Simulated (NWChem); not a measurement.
C₅H₅ cation

```xyz
10

C      0.9626     0.1440     0.0000
C      0.4888     1.3386     0.0000
C     -0.9140     0.5838     0.0000
C     -0.7317    -0.9378     0.0000
C      0.6005    -1.2229     0.0000
H      0.6669     2.4173     0.0000
H     -1.4323     0.9173     0.9274
H     -1.4323     0.9173    -0.9274
H     -1.5862    -1.6331     0.0000
H      1.2034    -2.1383     0.0000
```
Atoms are numbered in this order, from 1.

Results from NWChem. Pople sets run with spherical d functions. The geometry was optimised at PBE-D3(BJ)/def2-SVP. Atomic charges in e: unrestrained fits to the electrostatic potential beside Mulliken populations; buried atoms are poorly determined by the fit.

For level B3LYP/def2-SVP:

```yaml
Mulliken C2: -0.03
Mulliken C3: -0.01
Mulliken C4: -0.01
Mulliken C5: 0.09
```

Q: How do the values read with level Hartree-Fock/6-31G* instead?

A: 
- Mulliken C2: -0.15
- Mulliken C3: -0.43
- Mulliken C4: -0.15
- Mulliken C5: -0.15
